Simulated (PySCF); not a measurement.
**How methods differ on the ionisation energy of In¹⁵⁺**

In¹⁵⁺ [Ar] 3d10 4s2 4p4 [4p1/2^2 4p3/2^2, M_J = 2] → In¹⁶⁺ [Ar] 3d10 4s2 4p3 [4p1/2^2 4p3/2^1, M_J = 3/2], as a difference of total energies. Computed with PySCF 2.14 in an even-tempered Gaussian basis (18 s from 0.75 bohr⁻², ratio 2.8; 14 p from 0.97 bohr⁻², ratio 2.8; 9 d from 1.7 bohr⁻², ratio 2.8; 4 f from 6.3 bohr⁻², ratio 3), with the two-component X2C-1e Hamiltonian. Correlated levels: [Ne] frozen; the 82 highest virtual spinors dropped. "Screened" scales the spin-orbit matrix elements by Boettger's factors to mimic the two-electron term; Breit and QED terms are absent.

| method | ionisation energy (eV) |
| --- | --- |
| GHF (screened spin-orbit) | 396.00 |
| GMP2 (screened spin-orbit) | 396.95 |

How much does correlation contribute at GMP2 (screened spin-orbit)?

396.95 − (396.00) = 0.95 eV, measured against GHF (screened spin-orbit).

Breit and QED terms and the two-electron picture change are absent.

The labels give the starting determinants; with spin-orbit coupling the two ends relaxed to ⟨J²⟩ = 6.01, ⟨L²⟩ = 2.79, ⟨S²⟩ = 1.63 and ⟨J²⟩ = 3.77, ⟨L²⟩ = 1.02, ⟨S²⟩ = 2.61.

For comparison: 396 ± 3 eV (theoretical estimate listed by NIST; NIST Atomic Spectra Database, ionization energies).
